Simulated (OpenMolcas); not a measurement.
Ru5+ among 2 point charges of -2 e arranged as a linear pair (D∞h).

```yaml
Program: OpenMolcas
Method: CASSCF
Basis: ANO-RCC-VDZP [6s5p3d1f]
Scalar_Hamiltonian: DKH2, point nucleus
Active_space: 3 electrons in 5 orbitals (4d)
State_averaging: 2S+1 = 4 even, 10 roots; 2S+1 = 2 even, 40 roots
Spin-orbit_coupling: RASSI with atomic mean-field integrals over the reference wave functions
```

All point charges move together. At R = 1.89 Å the first state of the same spin is 3689 cm-1, and at R = 2.05 Å it is 2148 cm-1.

Problem. A third run gives 1510 cm-1. What distance was it run at?

Solution. With a power law R^-n the two known points give n = -ln(2148 / 3689) / ln(2.05 / 1.89) = 6.66. Then R = 1.89 × (3689 / 1510)^(1/6.66) = 2.161 Å. The run was at 2.15 Å, so the estimate is off by +0.011 Å.

Without dynamic correlation the repulsion within the d shell is too large (B by tens of per cent), so at a given field states of lower spin stand too high. Spin-orbit coupling mixes the spin-free states strongly: the lowest level takes only 68 % from its leading state, 4Π (holds for R = 2.15). Point charges carry no covalency, so the field is a model and not that of real ligands. No measured value stands beside these numbers.
